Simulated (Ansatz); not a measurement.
The cluster Hf5⁻, relaxed as a doublet with UKS PBE-D4/def2-SVPD in Ansatz, starting from the GFN2-xTB geometry. Force threshold 0.02 eV/Å.

In the def2 sets Hf takes a core potential; there is no spin–orbit coupling. The highest occupied level of the charge -1 doublet lies above zero (up to 0.57 eV). It is a level of β spin, whose loss leaves a triplet; that state wasn't run at this geometry and level. The electron is either unbound and held by the finite basis, or the level is raised by self-interaction error. The relaxation made no stability test and no search for a lower SCF solution. No other spin state of charge -1 was run. The structure comes from a short search, and lower isomers may exist.

Start:

Cartesian coordinates in Å:
```
Hf 1.125 -1.395 1.935
Hf 1.750 1.387 0.008
Hf -0.866 -1.885 -0.829
Hf -0.991 0.558 0.919
Hf -1.019 1.335 -2.033
```

Question: Estimate the energy that the relaxation releases and the steps that it takes.

Answer: 88.2 kcal/mol, in 8 steps; 4.2 min on 4 threads of Arm Neoverse V1 on a shared host. No frequencies were taken in this run, so the end may be a saddle point.

Question: Does the start keep its bonding and symmetry?

Answer: By distances, no bond broke or formed, bridged metal pairs apart. The bond that changes most is Hf2–Hf3, from 4.27 to 2.82 Å (atoms count from 1). Metal–metal contacts that move far: Hf2–Hf3 4.27 to 2.82 Å. The end is the same structure that another start reached, the lowest one found. Point group C2v at the start, D3h at the end, both within 0.05 Å.

Question: Predict the relaxed structure.

Answer: 
```xyz
5

Hf    0.9450   -1.2021    1.7445
Hf    1.4211    0.7679   -0.2396
Hf   -0.3078   -1.3940   -0.7928
Hf   -1.1149    0.6270    1.0341
Hf   -0.9434    1.2012   -1.7463
```
Bond lengths (bridged metal pairs left out): 9 × Hf–Hf 2.82 to 2.84 Å.
